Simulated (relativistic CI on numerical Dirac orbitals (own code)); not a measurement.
## Cr IV: q coefficients and field-shift factors

These numbers are calculated, not measured: Dirac-Coulomb-Breit CI, orbitals from a KLI potential per configuration, valence Slater integrals scaled by 0.85, P86 correlation energy added to each configuration, derivatives by finite differences, QED left out (own radial code, finite nucleus).

Configurations in the expansion (outside the closed core [Ne] 3s2): 3p6 3d3, 3p6 3d2 4s, 3p6 3d2 4p, 3p5 3d4, 3p6 3d2 4d, 3p6 3d 4s2, 3p6 3d2 4f, 3p6 3d 4s 4p. Levels of other configurations are missing.

With x = (α/α₀)² − 1 an excitation energy changes as ω = ω₀ + qx; K = 2q/ω₀ is the relative enhancement. Terms are leading LS components, so labels can repeat. The field-shift factor is F = δν/δ⟨r²⟩ for the transition from the lowest level.

Lowest level 3p6 3d3 4F_3/2.

```tsv
Level	ω₀ (cm⁻¹)	q (cm⁻¹)	F (GHz/fm²)
3p6 3d3 4F_5/2	219.6	222.5	0.00138
3p6 3d3 4F_7/2	515.9	515.2	0.00322
3p6 3d3 4F_9/2	879.8	864	0.00543
3p6 3d3 4P_1/2	15072.9	206.6	0.0258
3p6 3d3 4P_3/2	15184.5	284	0.0263
3p6 3d3 2G_7/2	15281.6	240.6	0.0272
3p6 3d3 4P_5/2	15461.9	600.6	0.0281
3p6 3d3 2G_9/2	15600.6	522	0.0289
3p6 3d3 2H_9/2	20232.3	323	0.0356
3p6 3d3 2P_1/2	20290.7	317.9	0.0372
3p6 3d3 2P_3/2	20395.4	265.6	0.0371
3p6 3d3 2H_11/2	20463.6	505.5	0.0368
3p6 3d3 2D_3/2	22065.1	603.5	0.0417
3p6 3d3 2D_5/2	22263.9	608.1	0.0419
3p6 3d3 2F_7/2	34983.9	285.8	0.0608
3p6 3d3 2F_5/2	35169.7	458.1	0.0618
3p6 3d3 2D_5/2	54211.7	237.4	0.0988
3p6 3d3 2D_3/2	54376.4	389.4	0.0998
3p6 3d2 4s 4F_3/2	106701.1	-3970	1.8
3p6 3d2 4s 4F_5/2	106950.2	-3728	1.8
3p6 3d2 4s 4F_7/2	107302.5	-3377	1.8
3p6 3d2 4s 4F_9/2	107753.6	-2928	1.81
3p6 3d2 4s 2F_5/2	113111.6	-3565	1.71
```

For a near-neutral ion this model can misplace configurations by up to about 10,000 cm⁻¹ (more where the count of f electrons changes) and terms by 10 to 25 % of their spread. Rates follow the energies as ν³ (E1, M1) or ν⁵ (E2), so they and the lifetimes can be off by large factors. The fine structure of a lone outer electron comes out too small, for d and f at times inverted, and misplaced configurations move strength between like terms.

Task: Which transition from the lowest level has the largest |K|?

Result: 3p6 3d3 4F_5/2 at 219.6 cm⁻¹, K = 2.03.
